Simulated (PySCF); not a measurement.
A structure optimised at B3LYP-D3(BJ)/def2-SVP, used in a PySCF frequency run:

```
C
H 1 1.1040
H 1 1.1040 2 105.97
C 1 1.5375 2 110.96 3 -120.54
H 4 1.1006 1 111.18 2 58.78
H 4 1.1012 5 107.76 1 -122.11
H 4 1.1012 5 107.75 6 -115.79
Si 1 1.8436 2 107.76 3 115.12
F 8 1.6087 1 112.40 2 -57.39
F 8 1.6101 9 107.10 1 -122.98
F 8 1.6102 9 107.11 10 -114.08
```

### Question
Write its SMILES and formula.

### Answer
CC[Si](F)(F)F, C2H5F3Si

### Question
What are its rotational constants (standard atomic weights)?

### Answer
3.7300, 2.0319, 2.0119 GHz
